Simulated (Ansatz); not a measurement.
Spin states of HfO2 (SMILES [O]=[Hf]=[O]), each relaxed with B3LYP-D3(BJ)/def2-TZVP.
State 1 (charge 0, multiplicity 1):
```xyz
3

Hf     0.41205    -0.34290     0.40856
O      0.87393     0.37434    -1.16463
O     -1.31916     0.01593     0.68576
```
State 2 (charge 0, multiplicity 3):
```xyz
3

Hf     0.460    -0.383     0.457
O      0.823     0.390    -1.166
O     -1.316     0.041     0.639
```

Singlets are restricted, other states unrestricted; no spin–orbit coupling, no relativity up to Kr; see below for the cores. The largest T1 diagnostic is 0.050.

Codes used: Ansatz (a program for electronic structure). Values without a source in brackets are computed. In def2 rows elements past Kr take small-core potentials, without spin–orbit coupling.

Q: One of these levels gives 1.270 eV for the energy of the multiplicity-3 state less that of the multiplicity-1 state. Name it.
A. wB97M-V/def2-TZVPP
B. B97M-V/def2-TZVPP
C. BLYP/def2-TZVPP

A: B, B97M-V/def2-TZVPP. The others give 1.157 (BLYP/def2-TZVPP), 1.565 (wB97M-V/def2-TZVPP)
